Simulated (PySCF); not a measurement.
BrSi, SMILES [Si]Br (connectivity only; charge and spin as stated), charge +1, multiplicity 1.

Coordinates come from a B3LYP-D3(BJ)/def2-TZVP optimisation. The spin state was assumed, not searched.

Calculation: TDDFT-M06-2X/def2-TZVPD (PySCF 2.14.0).

Vertical excitations; the highest root listed may be one member of a degenerate set. Gas-phase values at a fixed geometry. State labels are in the subgroup C2v.

| state | symmetry | energy (eV) | λ (nm) | f | main pairs |
|---|---|---|---|---|---|
| S1 | B2 | 4.72 | 263 | 0.027 | HOMO→LUMO+1 (degenerate set) |
| S2 | B1 | 4.72 | 263 | 0.027 | HOMO→LUMO (degenerate set) |
| S3 | A2 | 4.75 | 261 | 0.000 | HOMO−2→LUMO+1 50 %, HOMO−1→LUMO 50 % |
| S4 | A1 | 5.02 | 247 | 0.000 | HOMO−1→LUMO+1, HOMO−2→LUMO (degenerate set) |
| S5 | A2 | 5.02 | 247 | 0.000 | HOMO−1→LUMO, HOMO−2→LUMO+1 (degenerate set) |
| S6 | A1 | 6.32 | 196 | 0.086 | HOMO−2→LUMO 43 %, HOMO−1→LUMO+1 43 %, HOMO→LUMO+2 12 % |
| S7 | B2 | 8.45 | 147 | 0.007 | HOMO−1→LUMO+2 (degenerate set) |
| S8 | B1 | 8.45 | 147 | 0.007 | HOMO−2→LUMO+2 (degenerate set) |
| S9 | A1 | 9.55 | 130 | 1.567 | HOMO→LUMO+2 86 % |
| S10 | B1 | 10.03 | 124 | 0.062 | HOMO−3→LUMO 87 % |
| T1 | B2 | 3.48 | 356 | 0 | HOMO→LUMO+1 (degenerate set) |
| T2 | B1 | 3.48 | 356 | 0 | HOMO→LUMO (degenerate set) |
| T3 | A1 | 4.29 | 289 | 0 | HOMO−1→LUMO+1 49 %, HOMO−2→LUMO 49 % |
| T4 | A1 | 4.65 | 267 | 0 | HOMO−2→LUMO 49 %, HOMO−1→LUMO+1 49 % |
Triplets are in the Tamm–Dancoff approximation, which puts them higher than full response would, so one can lie above its singlet here.
